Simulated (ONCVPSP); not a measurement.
Cr, ONCV: configuration errors across variants

```
Element                 : Cr (Z = 24)
Generator               : ONCVPSP 4.0.1
Type                    : optimised norm-conserving Vanderbilt (ONCV)
Functional              : LDA (Perdew-Zunger)
Relativity              : scalar-relativistic
Frozen core             : [Ne]
Valence charge          : 14
Reference configuration : 3s2 3p6 3d5 4s1
Partial waves           : 3s+4s: rc 1.45 bohr, ncon 4, nbas 8, qcut 10.2 1/bohr, 2 projectors; 3p: rc 1.30 bohr, ncon 4, nbas 9, qcut 11.1 1/bohr, 1 projector; 3d: rc 1.75 bohr, ncon 4, nbas 8, qcut 7.5 1/bohr, 1 projector
Local potential         : polynomial inside 1.30 bohr (lpopt 5, dvloc0 3 Ha)
Core correction         : Teter function, fcfact 5.5, rcfact 1.6
```

All-electron excitation energies from the reference (eV): (1) 3s2 3p6 3d5 4s0 7.141; (2) 3s2 3p6 3d4 4s0 23.484; (3) 3s2 3p6 3d4 4s2 -0.057.

Errors AE − PS in meV (a dash: test not solved or not reliable):

| change | (1) | (2) | (3) | bound ghosts | GHOST(+) flags above zero |
| --- | --- | --- | --- | --- | --- |
| base | +5.1 | -11 | +21 | none | none |
| all radii but the core radius scaled by about 0.77 (s 1.12, p 1.00, d 1.36 bohr); local potential polynomial inside 1.00 bohr (lpopt 5, dvloc0 3 Ha) | +2.2 | -5.1 | +8.6 | none | none |
| all radii but the core radius scaled by about 0.94 (s 1.36, p 1.22, d 1.64 bohr); local potential polynomial inside 1.22 bohr (lpopt 5, dvloc0 3 Ha) | +4.2 | -9.8 | +16 | none | none |
| all radii but the core radius scaled by about 1.04 (s 1.52, p 1.36, d 1.82 bohr); local potential polynomial inside 1.36 bohr (lpopt 5, dvloc0 3 Ha) | +5.7 | -13 | +24 | none | none |
| all radii but the core radius scaled by about 1.11 (s 1.62, p 1.44, d 1.94 bohr); local potential polynomial inside 1.44 bohr (lpopt 5, dvloc0 3 Ha) | +6.9 | -15 | +31 | none | none |
| all radii but the core radius scaled by about 1.24 (s 1.80, p 1.62, d 2.18 bohr); local potential polynomial inside 1.62 bohr (lpopt 5, dvloc0 3 Ha) | +9.6 | -20 | +49 | none | none |
| all radii but the core radius scaled by about 1.31 (s 1.90, p 1.70, d 2.30 bohr); local potential polynomial inside 1.70 bohr (lpopt 5, dvloc0 3 Ha) | +11 | -21 | +59 | none | none |

Task: Give the same row for: all radii but the core radius scaled by about 0.89 (s 1.30, p 1.16, d 1.56 bohr); local potential polynomial inside 1.16 bohr (lpopt 5, dvloc0 3 Ha).

Result: +3.6, -8.5, +14; bound ghosts: none; GHOST(+) flags above zero: none.
